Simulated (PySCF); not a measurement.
H₂O₂Se, SMILES O[Se]O. The structure is a stationary point at B3LYP-D3(BJ)/def2-TZVP. The values are those of a single conformer.

PySCF with TDDFT-LC-ωPBE/def2-SVPD puts the lowest singlet excitations at 4.00, 4.67, 6.39, 7.19, 7.28, 7.65 eV.

Q: What are the lowest excitation roots from ADC(2)/aug-cc-pVDZ (PySCF 2.14.0)? (The exact figures need the calculation; the answer reports its results.)

A: 4.12, 4.63, 5.67, 6.50, 6.52, 6.81 eV. S1 differs by 0.12 eV (second minus first; roots are paired by order, and the bases may differ).
